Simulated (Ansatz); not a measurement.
Harmonic frequencies (cm⁻¹) at PBE0-D4/def2-TZVP from Ansatz: 27, 36, 37, 58, 65, 131, 158, 184, 192, 331, 464, 486, 1180, 1182, 1182, 1182, 1190, 1218, 1476, 1478, 1491, 1491, 1492, 1493, 2993, 2995, 3055, 3055, 3058, 3058.

Each molecule was computed in one conformer, which needn't be the lowest.

Task: Which molecule is it?
A. `C[O][Y]([NH2])[Cl]`
B. `[CH3][Y]([CH3])[F]`
C. `C[O][Y]([Cl])[O]C`
D. `[CH3][Y]([CH3])[NH2]`

Result: C.
